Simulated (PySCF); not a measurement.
Two species compared at the same levels of theory.

First species: C7H6F2O.
SMILES: `FC(F)[C@]12C=C[C@H](C=C1)O2`

Second species: C₅H₃N₅.
Bonds: C1–N2, N2–N3 (aromatic), N3–C4 (aromatic), C4–C5, C5–N6 (triple), C4–C7 (aromatic), C7–C8, C8–N9 (triple), C7–N10 (aromatic), N2–N10 (aromatic). Hydrogens: H11, H12, H13 on C1.

Levels: PBE0/def2-SVPD for dipole moment, HOMO energy, LUMO energy, HOMO–LUMO gap, static isotropic polarisability and electronic spatial extent ⟨r²⟩ about the centre of nuclear charge; TDDFT PBE0/def2-SVPD for lowest singlet excitation; TDA PBE0/def2-SVPD for lowest triplet excitation (Tamm–Dancoff); GFN2-xTB for rotational constant A and rotational constant C. Geometries: GFN2-xTB. All species are isolated and taken at one optimised geometry, non-relativistic unless stated; the electronic structure was computed with PySCF and density fitting.

The conformers computed, where there is a choice (atom-mapped SMILES and torsion angles):
- `[F:1][CH:2]([F:3])[C@:4]12[CH:5]=[CH:6][C@H:7]([CH:8]=[CH:9]1)[O:10]2`: F1–C2–C4–C5 -33°

Question: Which has the higher T1 energy?

Answer: The second: 4.25 eV against 3.08 eV, a difference of 1.17 eV.

Question: Which of the two has the higher static isotropic polarisability, and by how much?

Answer: The second: 88.0 au against 75.3 au, a difference of 12.7 au.

Question: Which has the higher rotational constant C?

Answer: The first: 1.027 GHz against 0.757 GHz, a difference of 0.270 GHz.

Question: Which of the two has the higher LUMO energy, and by how much?

Answer: The first: -1.16 eV against -2.12 eV, a difference of 0.96 eV.

Question: Which has the higher ⟨r²⟩?

Answer: The second: 1400 bohr² against 1172 bohr², a difference of 228 bohr².

Question: Which has the higher HOMO–LUMO gap?

Answer: The second: 6.58 eV against 5.72 eV, a difference of 0.86 eV.

Question: Which has the higher HOMO energy?

Answer: The first: -6.88 eV against -8.70 eV, a difference of 1.82 eV.

Question: Which of the two has the higher rotational constant A, and by how much?

Answer: The first: 2.767 GHz against 2.006 GHz, a difference of 0.761 GHz.

On the first: In atomic units the dipole is 1.07 e·bohr (1 au = 2.5417 D). The principal polarisabilities are 63.5, 73.0 and 89.5 au; their mean is the isotropic value.

On the second: In wavenumbers S1 is 47000 cm⁻¹ (1 eV = 8065.54 cm⁻¹). The principal polarisabilities are 51.1, 93.0 and 119.9 au; their mean is the isotropic value.
